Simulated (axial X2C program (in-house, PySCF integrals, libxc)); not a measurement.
**Photoelectron levels of InF by EOM-IP-CCSD**

Computed with an in-house all-electron X2C program for linear molecules (integrals from PySCF): two-component X2C with atomic mean-field Coulomb and Gaunt terms, Gaussian nuclei, basis In dyall-cv3z, F dyall-av3z with contracted cores.

R = 1.996 Å (near the PBE0 minimum at charge 0 of the determinant lowest at the starting distance; the state shown can have its own minimum elsewhere).

Hartree–Fock spinors of InF (one of each Kramers pair; a window near the gap, which can cut inner shells):

| ω | occupied | ε (eV) | character |
| --- | --- | --- | --- |
| 3/2 | yes | -27.48 | 99% In d |
| 1/2 | yes | -27.42 | 97% In d |
| 1/2 | yes | -15.73 | 84% F p, 10% In s, 2% In d |
| 1/2 | yes | -14.71 | 95% F p, 2% In d |
| 3/2 | yes | -14.67 | 95% F p, 2% In d |
| 1/2 | yes | -9.58 | 66% In s, 16% In p, 13% F p |
| 1/2 | no | 0.45 | 91% In p, 6% F p, 2% In d |
| 3/2 | no | 0.54 | 91% In p, 6% F p, 2% In d |
| 1/2 | no | 1.72 | 85% In p, 7% In d, 3% In s |
| 1/2 | no | 2.97 | 81% In s, 11% F p, 5% In p |
| 1/2 | no | 4.08 | 96% In p |
| 3/2 | no | 4.22 | 96% In p |

Vertical ionisation energies of InF to the states of InF⁺:

| Ω of InF⁺ | vertical IE (eV) | above lowest (cm⁻¹) | ionised spinor | one-hole weight |
| --- | --- | --- | --- | --- |
| 1/2 | 10.113 | 0 | 53% In sσ, 25% F pσ, 17% In pσ | 0.97 |
| 3/2 | 12.412 | 18549 | 95% F pπ | 0.92 |
| 1/2 | 12.449 | 18843 | 95% F pπ | 0.92 |
| 1/2 | 14.054 | 31791 | 71% F pσ, 25% In sσ | 0.92 |

Q: How far does the lowest EOM-IP-CCSD energy lie from the Koopmans value −ε of the highest filled spinor?

A: 10.113 eV against 9.58 eV, a shift of 0.53 eV: relaxation of the final state lowers the energy and the loss of correlation raises it.

Q: What is the splitting of the first π pair in the table, and is it regular or inverted?

A: E(3/2) − E(1/2) = 18549 − 18843 = -294 cm⁻¹ at EOM-IP-CCSD: inverted, Ω = 3/2 lower. Splittings at this level can be off by ten to twenty per cent.

This point took 31 s on 1 thread of Intel(R) Xeon(R) Processor @ 2.30GHz, on a shared host.

Reference electrons by ω block (each with its −ω partner): 1/2: 19, 3/2: 8, 5/2: 2. 20 electrons of InF correlated (inner shells frozen), 94 natural virtual spinors (a truncated set); levels can be off by some tenths of an eV. Roots sought by Ω: (1/2: 4, 3/2: 3, 5/2: 1); rows need 60 % one-particle weight and stop where some Ω has no more roots. Missing are any skipped roots, higher Ω and states of a further excitation; these come out far too high here and may in truth be low or lowest. T1 of the reference 0.016 (Lee–Taylor). Number of frozen shells: In 4 s, 3 p, 1 d; F 1 s.
